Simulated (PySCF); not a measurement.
**How methods differ on the excitation energy of Tl**

Tl [Xe] 4f14 5d10 6s2 6p1 (2P) → Tl [Xe] 4f14 5d10 6s1 6p2 (4P), as a difference of total energies. Computed with PySCF 2.14 in aug-cc-pVQZ-DK3 (10s9p7d4f2g, 118 functions), with scalar relativity by spin-free X2C-1e. The calculations carry no spin-orbit coupling.

```tsv
method	excitation energy (eV)
UHF	4.311
r2SCANh	5.807
M06-L	6.269
```

Spin-orbit coupling is strong in these open shells (close to jj coupling). The scalar numbers leave it out and a first-order estimate fails, so it can dominate the gap to the real levels.
